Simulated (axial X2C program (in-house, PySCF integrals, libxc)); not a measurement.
Ω levels of HNdH from open-shell CI on f2 s1 d(πδ)1

Computed with an in-house all-electron X2C program for linear molecules (integrals from PySCF): two-component X2C with atomic mean-field Coulomb and Gaunt terms, basis H dyall-v4z, Nd dyall-v4z (cores contracted in-house). Orbitals come from Hartree–Fock averaged over the configuration Nd f2 s1 d(πδ)1; CI then distributes these electrons over the f, s, d(πδ) shells of Nd.

H–Nd–H held linear, both bonds 2.052 Å (near the minimum of the configuration average).

Active spinors (ω > 0):

```json
{"shell": "f", "ω": "1/2", "ε (eV)": "-0.43", "character": "92% Nd f, 3% Nd p"}
{"shell": "f", "ω": "5/2", "ε (eV)": "-0.33", "character": "100% Nd f"}
{"shell": "f", "ω": "3/2", "ε (eV)": "-0.18", "character": "100% Nd f"}
{"shell": "f", "ω": "7/2", "ε (eV)": "-0.01", "character": "100% Nd f"}
{"shell": "f", "ω": "5/2", "ε (eV)": "0.11", "character": "100% Nd f"}
{"shell": "f", "ω": "1/2", "ε (eV)": "0.23", "character": "99% Nd f"}
{"shell": "f", "ω": "3/2", "ε (eV)": "0.31", "character": "100% Nd f"}
{"shell": "s", "ω": "1/2", "ε (eV)": "-2.90", "character": "49% Nd s, 42% Nd d, 8% H s"}
{"shell": "d(πδ)", "ω": "3/2", "ε (eV)": "0.35", "character": "100% Nd d"}
{"shell": "d(πδ)", "ω": "5/2", "ε (eV)": "0.47", "character": "100% Nd d"}
{"shell": "d(πδ)", "ω": "1/2", "ε (eV)": "0.88", "character": "92% Nd d"}
{"shell": "d(πδ)", "ω": "3/2", "ε (eV)": "0.95", "character": "92% Nd d"}
```

Lowest levels of this model:

| Ω | energy (cm⁻¹) | g∥ | configuration |
| --- | --- | --- | --- |
| 3 | 0 | 2.21 | 100% f3 s1 |
| 4 | 478 | 6.07 | 100% f3 s1 |
| 5 | 1262 | 9.93 | 100% f3 s1 |
| 0 | 1416 | 0.00 | 100% f3 s1 |
| 1 | 1615 | 3.26 | 100% f3 s1 |
| 2 | 2193 | 4.35 | 100% f3 s1 |
| 6 | 2457 | 13.86 | 100% f3 s1 |
| 4 | 2580 | 5.41 | 99% f3 s1 |
| 2 | 2616 | 2.61 | 99% f3 s1 |
| 0 | 2931 | 0.00 | 99% f3 s1 |
| 3 | 3001 | 5.72 | 99% f3 s1 |
| 1 | 3124 | 1.99 | 99% f3 s1 |
| 4 | 3685 | 5.28 | 99% f3 s1 |
| 7 | 3955 | 17.77 | 99% f3 s1 |
| 3 | 4006 | 7.62 | 99% f3 s1 |
| 5 | 4011 | 9.55 | 99% f3 s1 |
| 5 | 4133 | 8.75 | 99% f3 s1 |
| 4 | 4158 | 8.57 | 99% f3 s1 |
| 2 | 4220 | 4.80 | 99% f3 s1 |
| 1 | 4456 | 1.65 | 99% f3 s1 |
| 0 | 4548 | 0.00 | 99% f3 s1 |
| 0 | 4780 | 0.00 | 99% f3 s1 |
| 1 | 5121 | 2.43 | 99% f3 s1 |
| 5 | 5457 | 11.61 | 99% f3 s1 |
| 6 | 5463 | 12.69 | 99% f3 s1 |
| 3 | 5667 | 5.03 | 99% f3 s1 |
| 2 | 5882 | 4.47 | 99% f3 s1 |
| 6 | 5921 | 13.57 | 99% f3 s1 |
| 0 | 6016 | 0.00 | 99% f3 s1 |
| 7 | 6731 | 16.22 | 99% f3 s1 |

g∥ is the magnitude of 2⟨Lz + ge Sz⟩ for the +Ω component.

Problem. From Ω and g∥ of the lowest level, whose 2⟨Lz + ge Sz⟩ is positive, find ⟨Sz⟩ and ⟨Lz⟩ (ge = 2.0023).

Solution. Ω = ⟨Lz⟩ + ⟨Sz⟩ = 3 and ⟨Lz⟩ + ge⟨Sz⟩ = 1.105, so ⟨Sz⟩ = -1.89 and ⟨Lz⟩ = 4.89.

Occupations of the active spinors in the lowest level by ω, shell by shell in order of energy: -7/2: 0.00; -5/2: 0.00 0.00 0.00; -3/2: 0.01 0.02 0.00 0.00; -1/2: 0.94 0.03 0.98 0.00; 1/2: 0.01 0.02 0.01 0.00; 3/2: 0.93 0.04 0.00 0.00; 5/2: 0.93 0.06 0.00; 7/2: 0.02. The leading determinant has weight 0.84 among 846.

This point took 2.7 s on 1 thread of Intel(R) Xeon(R) 6975P-C (Granite Rapids) (shared host).

Dynamic correlation is missing, so gaps between terms are too wide and other configurations may lie lower; the lowest level listed is that of this model, not necessarily the ground state. The lowest levels belong to f3 s1, not to the averaged configuration, so orbitals and distance suit them less well. At most 4 roots were kept for each Ω > 0 (twice that for Ω = 0) within 2.2 eV of the lowest, so higher up levels can be missing between those listed; levels with Ω > 0 are doubly degenerate and listed once, Ω = 0 levels singly. The molecule was held linear; bending was not examined.
